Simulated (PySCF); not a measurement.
SMILES C=C[SiH2]C(C)(C)C (C6H14Si), singlet, GFN2-xTB optimised geometry.

```
21

C     -0.90     0.17     3.92
C     -0.18    -0.58     3.10
Si    -0.84    -1.41     1.55
C     -0.17    -0.48     0.00
C      1.36    -0.48     0.00
C     -0.66    -1.17    -1.27
C     -0.66     0.97     0.00
H     -0.48     0.64     4.80
H     -1.95     0.35     3.75
H      0.87    -0.73     3.34
H     -0.38    -2.80     1.51
H     -2.31    -1.36     1.53
H      1.74     0.02    -0.89
H      1.75    -1.50     0.00
H      1.75     0.04     0.87
H     -1.75    -1.18    -1.31
H     -0.30    -0.65    -2.16
H     -0.31    -2.20    -1.31
H     -1.75     1.00    -0.03
H     -0.33     1.49     0.89
H     -0.28     1.50    -0.87
```

Density from B3LYP/def2-SVP (PySCF) at that geometry.

Minimum of the electron density along straight lines between bonded atoms, close to the bond critical point (lines longer than 1.1 times the sum of covalent radii, or with two minima, are not listed):

| bond | length / Å | ρ at the minimum / e bohr⁻³ | ∇²ρ there / e bohr⁻⁵ | position (fraction from the first atom) |
|---|---|---|---|---|
| C1–C2 | 1.324 | 0.345 | -0.93 | 0.51 |
| C2–Si3 | 1.883 | 0.113 | 0.35 | 0.62 |
| Si3–C4 | 1.923 | 0.112 | 0.28 | 0.38 |
| C4–C5 | 1.529 | 0.242 | -0.54 | 0.50 |
| C4–C6 | 1.529 | 0.243 | -0.54 | 0.50 |
| C4–C7 | 1.530 | 0.242 | -0.54 | 0.50 |
| C1–H8 | 1.080 | 0.283 | -1.09 | 0.63 |
| C1–H9 | 1.078 | 0.285 | -1.10 | 0.63 |
| C2–H10 | 1.084 | 0.277 | -1.02 | 0.63 |
| Si3–H11 | 1.470 | 0.115 | 0.33 | 0.49 |
| Si3–H12 | 1.468 | 0.116 | 0.34 | 0.49 |
| C5–H13 | 1.090 | 0.275 | -1.00 | 0.62 |
| C5–H14 | 1.088 | 0.277 | -1.01 | 0.62 |
| C5–H15 | 1.088 | 0.277 | -1.01 | 0.62 |
| C6–H16 | 1.088 | 0.277 | -1.01 | 0.62 |
| C6–H17 | 1.090 | 0.275 | -1.00 | 0.62 |
| C6–H18 | 1.088 | 0.277 | -1.01 | 0.62 |
| C7–H19 | 1.088 | 0.277 | -1.01 | 0.62 |
| C7–H20 | 1.089 | 0.277 | -1.02 | 0.62 |
| C7–H21 | 1.090 | 0.275 | -0.99 | 0.62 |
